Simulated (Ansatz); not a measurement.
Basis-set extrapolation for H$_{4}$OSSi$_{2}$ (`O[SiH]1[SiH2]S1`) (PBE0-D4/def2-TZVP geometry, frozen core, Ansatz 0.2.0). Multiplicity 1, RHF reference.

|  | def2-TZVPP | def2-QZVPP |
| --- | --- | --- |
| HF | -1052.731843 | -1052.764514 |
| MP2 correlation | -0.649888 | -0.704573 |
| CCSD(T) correlation | -0.721515 | not run |

Energies in hartree. Use E(X) = E(∞) + A·exp(−7.88·√X) for Hartree–Fock and E(X) = E(∞) + B·X^(−2.97) for correlation, with X = 3 and 4, and add CCSD(T) minus MP2 of the smaller set to the MP2 limit.

Question: What is the CCSD(T) energy at the basis-set limit?

Answer: HF limit: -1052.764514 + (-0.032671) × 0.13774 = -1052.76901. MP2 limit: -0.704573 + (-0.054685) × 0.74074 = -0.74508. Higher-order term: -0.721515 − (-0.649888) = -0.07163. Total: -1053.58572 hartree, 83.1 kcal/mol below CCSD(T)/def2-TZVPP.
